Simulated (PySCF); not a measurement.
Me2SiClSBu, C6H15ClSSi.
SMILES: `[Si](C)(Cl)(SCCCC)C`

Torsions of this conformer, `[CH3:1][CH2:2][CH2:3][CH2:4][S:5][Si:6]([CH3:7])([CH3:8])[Cl:9]`: C1–C2–C3–C4 58°, C2–C3–C4–S5 52°, C3–C4–S5–Si6 64°, C4–S5–Si6–C7 156°.

The closed-shell ground state was solved at several levels (PySCF, density fitting, gas phase, non-relativistic). The structure is a single PBE0-D3(BJ)/def2-SVP conformer in the gas phase; no vibrational or solvent corrections.

```
            level  basis functions  HOMO (eV)  LUMO (eV)  gap (eV)  dipole (D)
     KT2/pcSseg-1              249      -5.83      -0.81      5.02        1.55
wB97X-D/def2-SVPD              318      -8.73       1.76     10.49        1.55
```

Problem. What might PBE0/pcSseg-1 (249 basis functions) give for the same quantities?

Solution. HOMO -6.95 eV, LUMO 0.27 eV, gap 7.22 eV, dipole 1.63 D.

Problem. Over all these levels, which gives the widest orbital gap and which the narrowest?

Solution. wB97X-D/def2-SVPD (range-separated hybrid) has the widest, 10.49 eV, and KT2/pcSseg-1 (GGA) the narrowest, 5.02 eV. Functional and basis both differ between the two, so the spread mixes both effects.

Problem. How far do the dipole and the HOMO energy spread over the levels?

Solution. The dipole runs from 1.55 to 1.63 D (mean 1.58 D) and the HOMO from -8.73 to -5.83 eV.
